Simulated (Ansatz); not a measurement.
Ideal-gas functions of GeH₅N (`[NH2][GeH3]`) at 600 K and 1 bar, from an Ansatz frequency run at PBE0-D4/def2-TZVP.

Molar mass 91.66 g/mol, point group Cs (symmetry number 1), electronic degeneracy 1, moments of inertia 8.031, 53.024, 54.159 u Å². Harmonic wavenumbers (cm⁻¹, unscaled): 172, 541, 576, 641, 709, 857, 883, 890, 946, 1585, 2102, 2165, 2169, 3555, 3647.

Use S(trans) = R[1.5 ln M + 2.5 ln T − 1.1517]; rotational temperatures θ = 24.2544 K / I; S(rot) = R[ln(√π/σ · √(T³/θAθBθC)) + 1.5]; for each mode x = 1.438777 ν̃/T, S = R[x/(eˣ − 1) − ln(1 − e⁻ˣ)] and H = RT x/(eˣ − 1); 1 cm⁻¹ = 0.0119627 kJ/mol; R = 8.31446 J/(mol·K).

Task: By hand: the entropy, in J/(mol·K).

Result: Translation 179.7. Rotation: θ = 3.0201, 0.4574, 0.4478 K, giving 99.0. Vibration, mode by mode: 15.74, 6.71, 6.26, 5.51, 4.84, 3.65, 3.47, 3.43, 3.08, 0.91, 0.33, 0.29, 0.29, 0.02, 0.01, in all 54.5. Electronic 0.0. Sum 333.2 J/(mol·K).

Task: By hand: H − E and G − E in kJ/mol, counted from the electronic energy.

Result: Zero-point energy ½ × 21438 × 0.0119627 = 128.2; thermal vibration 19.4; translation, rotation and pV give 4 RT = 20.0. H − E = 167.6 kJ/mol, and G − E = 167.6 − 600 × 333.2/1000 = -32.3 kJ/mol.

Vibration gives 16 % of the entropy.
